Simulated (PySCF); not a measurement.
Method: PBE-D3(BJ)/def2-TZVP // B3LYP-D3(BJ)/def2-TZVP run with PySCF. Gas-phase values, no solvent. One relaxed conformer stands for a flexible species; it need not be the lowest. Excitations are Tamm–Dancoff values on a coarser integration grid. The basis has no diffuse functions, so Rydberg states are missing or too high.

Reference species (SMILES): `C=BCN` (neutral, multiplicity 1).

| Item | Result |
|---|---|
| LUMO | -1.70 eV |
| brightest of the four lowest singlets (TDA) | 5.29 eV |

Changed species: `B1CCN1`.

Predict the effect on the LUMO and brightest of the four lowest singlets (TDA).

the LUMO rises by 1.27 eV, to -0.43 eV; the brightest of the four lowest singlets (TDA) increases by 2.01 eV, to 7.30 eV.
